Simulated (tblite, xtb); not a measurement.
C5H4N, charge -1, singlet, at a GFN2-xTB geometry. Base run: GFN1-xTB run with xtb 6.7.1.

Geometry (Å):
```xyz
10

N     -0.0026     0.0002     1.3840
C      0.0029    -0.0002    -1.5400
C      0.0144     1.1244     0.6635
C     -0.0169    -1.1242     0.6637
C     -0.0148    -1.1599    -0.7130
C      0.0175     1.1597    -0.7132
H      0.0261     2.0430     1.2651
H     -0.0308    -2.0427     1.2655
H     -0.0277    -2.1469    -1.1924
H      0.0321     2.1466    -1.1928
```
Charge -1, spin multiplicity 1.
All else is at xtb's defaults.
Base energy -16.02939 Eh.

Programs used: tblite, xtb; a row that names a program was run with it.

Variants of this job, named by their change:

```json
[
 {"change": "base", "ΔE vs base (kJ/mol)": "0.00", "HOMO-LUMO gap (eV)": "2.17", "G_solv (kcal/mol)": "-", "SCF cycles": "9"},
 {"change": "program = tblite; method = gfn1; option = (--alpb, water)", "ΔE vs base (kJ/mol)": "-214.7", "HOMO-LUMO gap (eV)": "-", "G_solv (kcal/mol)": "-", "SCF cycles": "-"},
 {"change": "alpb = cs2", "ΔE vs base (kJ/mol)": "-152.2", "HOMO-LUMO gap (eV)": "2.18", "G_solv (kcal/mol)": "-36.41", "SCF cycles": "9"},
 {"change": "acc = 1000", "ΔE vs base (kJ/mol)": "0.00", "HOMO-LUMO gap (eV)": "2.17", "G_solv (kcal/mol)": "-", "SCF cycles": "6"},
 {"change": "alpb = toluene", "ΔE vs base (kJ/mol)": "-163.3", "HOMO-LUMO gap (eV)": "2.17", "G_solv (kcal/mol)": "-39.19", "SCF cycles": "9"},
 {"change": "alpb = thf", "ΔE vs base (kJ/mol)": "-204.7", "HOMO-LUMO gap (eV)": "2.16", "G_solv (kcal/mol)": "-49.07", "SCF cycles": "9"},
 {"change": "program = tblite; method = gfn1; option = (--efield, 0,0,0.1)", "ΔE vs base (kJ/mol)": "-5.87", "HOMO-LUMO gap (eV)": "-", "G_solv (kcal/mol)": "-", "SCF cycles": "-"},
 {"change": "gbsa = toluene", "ΔE vs base (kJ/mol)": "-200.6", "HOMO-LUMO gap (eV)": "2.17", "G_solv (kcal/mol)": "-48.06", "SCF cycles": "9"},
 {"change": "program = tblite; method = gfn1; option = --grad", "ΔE vs base (kJ/mol)": "0.00", "HOMO-LUMO gap (eV)": "-", "G_solv (kcal/mol)": "-", "SCF cycles": "-"}
]
```

ALPB and GBSA are two models with their own fitted parameters for each solvent, which aren't always the measured dielectric constant.
